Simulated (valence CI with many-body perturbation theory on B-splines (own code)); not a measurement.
Ladder of approximations for Gd LII

Calculated by relativistic CI+MBPT: three valence electrons over a frozen Dirac-Fock core [Ne], radial functions for each j: 11 s, 11 p, 9 d, 7 f, 5 g, 2 h, 1 i, with the one-electron correlation potential Σ1, the two-electron term Σ2, the three-electron term Σ3, Breit, model QED; selected CI, second order for the rest (own B-spline code, finite nucleus).

The last digits are not significant, and no measured levels were compared; by estimate large intervals hold to a few tenths of a per cent, small ones and those within an open d or f shell to about a per cent.

Each rung adds one term. CI alone is the Dirac-Coulomb CI over the frozen core; QED comes last and gives the full result, which names the levels. Energies are above (3s^2 3p1/2) J=1/2 on the same rung, in × 10³ cm⁻¹.

Levels are named by their leading jj configuration (3d3/2^4 stands for four electrons in 3d with j = 3/2), which in mixed levels can hold well under half, so a name can repeat and another be missing. Letters in brackets count levels of one name in rising energy.

```tsv
Level	CI alone	+ Σ1	+ Σ2	+ Σ3	+ Breit	Full
(3s 3p1/2^2) J=1/2	1074.6	1072.6	1072.3	1072.5	1092.0	1070.1
(3s^2 3p3/2) J=3/2	1491.3	1492.3	1492.9	1492.9	1473.6	1475.6
(3s 3p1/2 3p3/2) J=3/2 [a]	2370.9	2369.9	2372.0	2372.2	2372.3	2352.7
(3s 3p1/2 3p3/2) J=5/2	2493.6	2492.7	2493.8	2494.0	2489.8	2470.5
(3s 3p1/2 3p3/2) J=3/2 [b]	2643.5	2642.5	2642.1	2642.2	2637.2	2620.2
(3s 3p1/2 3p3/2) J=1/2	2712.0	2711.0	2707.6	2707.6	2708.1	2688.2
(3s^2 3d3/2) J=3/2	3068.2	3067.3	3062.7	3062.4	3040.8	3036.1
(3s^2 3d5/2) J=5/2	3351.3	3351.5	3349.1	3348.9	3313.8	3312.1
(3p1/2^2 3p3/2) J=3/2	3714.2	3711.2	3710.0	3710.3	3722.2	3685.9
(3s 3p1/2 3d3/2) J=3/2 [a]	3829.1	3826.3	3825.9	3826.0	3823.0	3797.0
(3s 3p1/2 3d3/2) J=5/2	3919.0	3916.2	3915.7	3915.7	3906.6	3883.3
(3s 3p3/2^2) J=5/2	3965.6	3965.7	3966.3	3966.4	3945.0	3927.9
(3s 3p1/2 3d3/2) J=1/2	4093.1	4090.2	4086.5	4086.3	4081.3	4058.1
(3s 3p1/2 3d3/2) J=3/2 [b]	4123.6	4120.9	4117.1	4116.8	4111.0	4086.8
(3s 3p3/2^2) J=1/2	4203.6	4203.6	4202.7	4202.6	4184.8	4167.1
(3s 3p3/2^2) J=3/2	4254.2	4254.2	4250.8	4250.8	4230.8	4213.0
(3s 3p1/2 3d5/2) J=5/2 [a]	4267.5	4265.6	4264.2	4264.0	4247.6	4225.2
(3s 3p1/2 3d5/2) J=7/2	4354.5	4352.6	4350.8	4350.7	4329.7	4307.4
(3s 3p1/2 3d5/2) J=5/2 [b]	4426.4	4424.5	4422.3	4421.9	4403.9	4381.2
```

Problem. How does the ionisation energy move along the ladder, and which term matters most?

Solution. CI alone 4699.6, + Σ1 4700.7, + Σ2 4700.6, + Σ3 4700.5, + Breit 4694.7, + QED 4694.7 eV. The largest step is Breit, -5.8 eV. NIST lists 4693 ± 4 eV (theoretical).
